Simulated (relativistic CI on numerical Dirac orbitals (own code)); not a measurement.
**Energy levels of Bi⁶⁷⁺**

These numbers are calculated, not measured: Dirac-Coulomb-Breit CI, orbitals from a KLI potential per configuration, model QED (radiative potential, 1s self-energy scaled to tabulated hydrogen-like ionisation energies), unscaled Slater integrals (own radial code, finite nucleus).

CI space (outside the closed core [Ne]): 3s²3p⁴, 3s²3p³3d, 3s3p⁵, 3p⁶, 3s3p⁴3d, 3s3p³3d², 3p⁵3d, 3s²3p²3d4p, 3s²3p³4s, 3s3p³3d4s, 3p⁵4s, 3s²3p³4p, 3s²3p²3d², 3s²3p3d³, 3s3p²3d³, 3s²3p3d²4s, 3s²3p3d²4p, 3p⁴3d², 3p³3d³, 3p³3d²4s, 3p³3d²4p. Double excitations out of closed p, d and f shells are left out; levels of such configurations are missing from the list, as are those of other unlisted configurations, and high levels can miss mixing partners.

The lowest level is 3s²3p⁴ ³P2, with 68 % of that term; Hund's rules for 3s²3p⁴ give ³P with J = 2, in agreement.

```
No.   Configuration  Term  J   E (eV)   %  Next component (%)  Landé g
  1          3s²3p⁴    ³P  2    0.000  68               32 ¹D    1.323
  2          3s²3p⁴    ¹S  0   23.192  65               35 ³P         
  3      3p³(2P°)3d   ³D°  2  272.283  32              29 ³F°    1.040
  4      3p³(2P°)3d   ³D°  1  282.662  34              27 ³P°    1.085
  5      3p³(2P°)3d   ³P°  0  282.854  63              25 ⁵D°         
  6      3p³(2P°)3d   ³F°  3  282.993  27              22 ³G°    1.071
  7      3p³(2P°)3d   ³F°  4  413.517  51              25 ⁵D°    1.241
  8      3p³(2D°)3d   ³D°  2  422.707  34              29 ³P°    1.220
  9      3p³(2P°)3d   ³D°  3  444.017  45              20 ¹F°    1.205
 10      3p³(4S°)3d   ³D°  1  457.694  33              29 ³P°    1.057
 11  3p²(1S)3d²(3F)    ³F  2  556.883  40               22 ⁵G    0.758
 12  3p²(3P)3d²(1S)    ³P  0  586.903  59               26 ⁵D         
 13          3s²3p⁴    ³P  1  609.380  99                        1.485
 14          3s²3p⁴    ¹D  2  620.244  67               32 ³P    1.141
 15  3p²(1S)3d²(3F)    ³F  3  704.439  33               21 ⁵G    1.068
 16  3p²(1S)3d²(3P)    ³P  2  717.343  23               19 ³F    1.162
 17  3p²(1S)3d²(1G)    ¹G  4  723.041  25               24 ³F    1.049
 18  3p²(1S)3d²(3P)    ³P  1  723.570  37               32 ⁵D    1.498
 19           3s3p⁵   ³P°  2  830.716  85      7 3s²3p³3d ³P°    1.460
 20           3s3p⁵   ¹P°  1  852.464  32              19 ³P°    1.183
 21  3p²(1S)3d²(3F)    ³F  4  862.374  31               16 ³G    1.173
 22      3p³(2D°)3d   ³F°  2  869.956  44              30 ⁵D°    1.025
 23      3p³(4S°)3d   ⁵D°  0  871.773  54              23 ¹S°         
 24  3p²(1S)3d²(3P)    ³P  2  873.548  22               19 ³F    1.198
 25      3p³(2D°)3d   ³D°  1  874.654  42              28 ⁵D°    1.005
 26      3p³(2D°)3d   ³G°  3  879.271  36              27 ³F°    1.058
 27      3p³(2D°)3d   ³G°  4  887.982  50              38 ¹G°    1.036
 28      3p³(2P°)3d   ³F°  2  904.348  67              21 ¹D°    0.797
 29  3p²(3P)3d²(1S)    ³P  0  904.511  62               22 ¹S         
 30      3p³(2D°)3d   ³D°  3  920.695  36              26 ¹F°    1.158
```

Energies count from the lowest computed level; ° marks odd parity. Percentages are summed over parent terms; the parents shown are those of the largest component, closed shells are left out there.

The mean weight of the leading LS term, summed over parents, in these 30 levels is 47 %, and that of the leading jj configuration (from the same eigenvectors) 96 %, so jj coupling describes them better and the LS labels are nominal.

At this charge energies of transitions that change n are usually good to better than 1 %, and those within a shell (Δn = 0) to a few per cent.

LS names give the leading component of a level, which can be under half, so a name can repeat, a term be missing and a line seem to break the LS rules.
